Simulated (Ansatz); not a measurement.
This geometry of C2H2I (5 atoms, charge 0, multiplicity 2) is a first-order saddle point.

All numbers below come from UKS PBE0/def2-SVP (Ansatz 0.2.0).

```xyz
5
Properties=species:S:1:pos:R:3
C -0.556 -0.748 -0.157
C 0.074 0.363 -0.042
I 2.035 0.460 0.890
H -1.278 -1.518 -0.374
H -0.225 1.369 -0.359
```

Which two structures does it join? (They come from a converged band through this point; their orientation in space is the band's.)

No bond is made or broken.

Initial state:

```xyz
5
Properties=species:S:1:pos:R:3
C -0.748 -0.619 -0.285
C -0.007 0.430 -0.134
I 1.856 0.356 0.954
H -0.848 -1.678 -0.066
H -0.203 1.438 -0.510
```

Final state:

```xyz
5
Properties=species:S:1:pos:R:3
C -0.443 -0.861 -0.047
C 0.114 0.311 -0.034
I 1.970 0.663 0.939
H -1.311 -1.411 -0.401
H -0.279 1.224 -0.498
```

How far does it lie above each of them?

13.4 kJ/mol above the first and 2.1 kJ/mol above the second. This is the barrier of this one path; another mechanism may lie lower.

The run took 12 min on 1 thread of Arm Neoverse V1, with other jobs on the host, peak memory 0.17 GiB.
